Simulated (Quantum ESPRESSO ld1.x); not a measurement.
ld1.x (Quantum ESPRESSO 7.5) input

```
 &input
    zed=82.0,
    iswitch=1,
    rel=2,
    dft='PBE',
    config='[Kr] 4d10 4f14 5s2 5p5',
    rel_dist='energy',
    lsmall=.true.,
    prefix='ld1',
    max_out_wfc=37,
    file_charge='ld1.rho',
 /
```

Command: `OMP_NUM_THREADS=1 ld1.x < ld1.in > ld1.out`

Output (excerpt):

```
     Program LD1 v.7.5 starts

     --------------------------- All-electron run ----------------------------

     dirac relativistic calculation

     atomic number is 82.00
     dft =PBE   lsd =0 sic =0 latt =0  beta=0.20 tr2=1.0E-14
     Exchange-correlation= PBE
                           (   1   4   3   4   0   0   0)
     mesh =2127 r(mesh) =  99.61181 a.u. xmin = -8.00 dx = 0.00800
     1 Ry =  13.60569312 eV, c = 137.03599908

     n l j   nl                  e(Ry)          e(Ha)          e(eV)
     Spin orbit split results
     1 0 0.5 1S 1( 2.00)     -6489.2693     -3244.6346    -88291.0065
     2 0 0.5 2S 1( 2.00)     -1178.2645      -589.1322    -16031.1047
     2 1 0.5 2P 1( 2.00)     -1132.2908      -566.1454    -15405.6009
     2 1 1.5 2P 1( 4.00)      -971.3082      -485.6541    -13215.3217
     3 0 0.5 3S 1( 2.00)      -299.6564      -149.8282     -4077.0333
     3 1 0.5 3P 1( 2.00)      -278.9577      -139.4789     -3795.4129
     3 1 1.5 3P 1( 4.00)      -243.0038      -121.5019     -3306.2348
     4 0 0.5 4S 1( 2.00)       -84.7326       -42.3663     -1152.8453
     4 1 0.5 4P 1( 2.00)       -75.7666       -37.8833     -1030.8566
     4 1 1.5 4P 1( 4.00)       -66.9206       -33.4603      -910.5015
     3 2 1.5 3D 1( 4.00)      -209.0873      -104.5437     -2844.7776
     3 2 2.5 3D 1( 6.00)      -201.4315      -100.7157     -2740.6148
     4 2 1.5 4D 1( 4.00)       -52.3297       -26.1648      -711.9814
     4 2 2.5 4D 1( 6.00)       -50.6694       -25.3347      -689.3921
     4 3 2.5 4F 1( 6.00)       -31.7296       -15.8648      -431.7026
     4 3 3.5 4F 1( 8.00)       -31.3468       -15.6734      -426.4950
     5 0 0.5 5S 1( 2.00)       -31.1061       -15.5531      -423.2207
     5 1 0.5 5P 1( 2.00)       -27.7986       -13.8993      -378.2193
     5 1 1.5 5P 1( 3.00)       -25.7341       -12.8670      -350.1299
     Averaged results
     1 0     1S 1( 2.00)     -6489.2693     -3244.6346    -88291.0065
     2 0     2S 1( 2.00)     -1178.2645      -589.1322    -16031.1047
     2 1     2P 1( 6.00)     -1024.9691      -512.4845    -13945.4148
     3 0     3S 1( 2.00)      -299.6564      -149.8282     -4077.0333
     3 1     3P 1( 6.00)      -254.9884      -127.4942     -3469.2942
     4 0     4S 1( 2.00)       -84.7326       -42.3663     -1152.8453
     4 1     4P 1( 6.00)       -69.8693       -34.9346      -950.6199
     3 2     3D 1(10.00)      -204.4938      -102.2469     -2782.2799
     4 2     4D 1(10.00)       -51.3335       -25.6667      -698.4278
     4 3     4F 1(14.00)       -31.5108       -15.7554      -428.7269
     5 0     5S 1( 2.00)       -31.1061       -15.5531      -423.2207
     5 1     5P 1( 5.00)       -26.4222       -13.2111      -359.4930

     final scf error:  1.5E-15 reached in  23 iterations

     Etot =  -41712.640304 Ry,  -20856.320152 Ha, -567529.383327 eV

     Ekin =   48600.709316 Ry,   24300.354658 Ha,  661246.336511 eV
     Encl = -104104.579468 Ry,  -52052.289734 Ha,-1416414.960937 eV
     Eh   =   14549.224334 Ry,    7274.612167 Ha,  197952.281469 eV
     Exc  =    -757.994486 Ry,    -378.997243 Ha,  -10313.040369 eV
```

Run on one thread of a shared host, so times are rough (Intel(R) Xeon(R) Processor @ 2.60GHz): 0.72 s of CPU time, 0.74 s wall, 23 iterations on 2127 mesh points.
